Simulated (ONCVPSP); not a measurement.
## Re: excitation energies, all-electron against ONCV

* Element: Re
* Generator: ONCVPSP 4.0.1
* Type: optimised norm-conserving Vanderbilt (ONCV)
* Functional: PBEsol
* Relativity: scalar-relativistic
* Frozen core: [Kr] 4d10 4f14
* Valence charge: 15
* Reference configuration: 5s2 5p6 5d5 6s2
* Partial waves: 5s+6s: rc 1.85 bohr, ncon 5, nbas 8, qcut 5.7 1/bohr, 2 projectors; 5p: rc 1.50 bohr, ncon 3, nbas 7, qcut 11 1/bohr, 3 projectors, debl 3.5 Ha; 5d: rc 2.40 bohr, ncon 4, nbas 9, qcut 6 1/bohr, 2 projectors, debl 2 Ha
* Local potential: polynomial inside 1.10 bohr (lpopt 5, dvloc0 0 Ha)
* Core correction: Teter function, fcfact 5.25, rcfact 1.75

Energies are relative to the spin-unpolarised reference configuration 5s2 5p6 5d5 6s2; without spin polarisation the order of configurations can differ from experiment.

Problem. Give the all-electron excitation energy and the error of the potential for: 5s2 5p6 5d5 6s1; 5s2 5p6 5d5 6s0; 5s2 5p6 5d4 6s0; 5s2 5p6 5d5 6s0 6p2.

Solution.

```
valence configuration  charge  ΔE all-electron (eV)  error AE − PS (meV)
      5s2 5p6 5d5 6s1      +1                 9.293                 -6.4
      5s2 5p6 5d5 6s0      +2                25.638                  -29
      5s2 5p6 5d4 6s0      +3                52.795                  -54
  5s2 5p6 5d5 6s0 6p2       0                 9.963                  -14
```

Note: no bound ghost flagged; GHOST(+) flagged for s at 73.0 eV, p at 559.8 eV.
